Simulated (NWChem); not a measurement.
System: NbNHF3; SMILES [NH]=[Nb]([F])([F])[F]

The following NWChem deck was run.

```
start job
memory heap 200 mb stack 900 mb global 1100 mb
geometry units angstroms noautoz
  Nb     0.000000     0.000000     0.021376
  N      0.000000     0.000000     1.749523
  H      0.000000     0.000000     2.764947
  F     -0.645726     1.658186    -0.538664
  F     -1.113168    -1.388309    -0.538664
  F      1.758895    -0.269878    -0.538664
end
basis spherical
  Nb library def2-svp
  N library def2-svp
  H library def2-svp
  F library def2-svp
end
ecp
  Nb library def2-ecp
end
dft
  xc b3lyp
  iterations 150
  mulliken
end
task dft energy
```

The geometry was optimised at PBE0/def2-SVP. def2 effective core potentials on Nb; no spin-orbit coupling.

Predict the main results of this run. (B3LYP/def2-SVP with def2 effective core potentials on Nb.) Quantities: energy (Ha); highest occupied level (eV); orbital gap (eV); dipole (D).


```yaml
energy (Ha): -411.83
highest occupied level (eV): -8.53
orbital gap (eV): 6.70
dipole (D): 1.25
```
